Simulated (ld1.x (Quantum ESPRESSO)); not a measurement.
# Tb (Z = 65): PAW pseudisation with PBE, scalar-relativistic reference atom.

```
Element                 : terbium (Tb)
Generator               : ld1.x (Quantum ESPRESSO) 7.5
Type                    : PAW
Functional              : PBE
Relativity              : scalar-relativistic
Frozen core             : [Kr] 4d10
Valence charge          : 19
Reference configuration : 4f9 5s2 5p6 5d0 6s2 6p0
Partial waves           : 5s (bound): rcut 1.70, rcutus 1.80 bohr; 6s (bound): rcut 1.70, rcutus 1.80 bohr; 5p (bound): rcut 2.10, rcutus 2.55 bohr; 6p (bound, empty): rcut 2.10, rcutus 2.55 bohr; 5d (bound, empty): rcut 2.65, rcutus 2.80 bohr; 5d channel at 1.35 Ry: rcut 2.65, rcutus 2.80 bohr; 4f (bound): rcut 1.45, rcutus 1.55 bohr; 4f channel at 0.2 Ry: rcut 1.45, rcutus 1.55 bohr
Local potential         : all-electron potential smoothed inside 1.20 bohr (lloc = -2)
Core correction         : Bessel-smoothed model core, default radius (core density twice the valence density)
Augmentation charge     : BESSEL, radius 1.55 bohr
```

(1) Is the overlap operator S = 1 + Σ q|β⟩⟨β| positive definite (Bessel basis up to 400 Ry)?

Answers

(1) No: its lowest eigenvalue is -0.207, in the p channel, so the generalised eigenproblem breaks down once the basis is large enough.

Its largest configuration-test error is -7.6 meV (4f9 5s2 5p6 5d0 6s0 6p0). Test run stopped at test 3 of 7 (negative rho).

The ghost test of this file was not conclusive. Its overlap operator is not positive definite in a basis up to 400 Ry (lowest eigenvalue p -0.21, d -0.02), so the file is unfit for use: the generalised eigenproblem breaks down once the basis is large enough, and its test numbers describe a broken file.
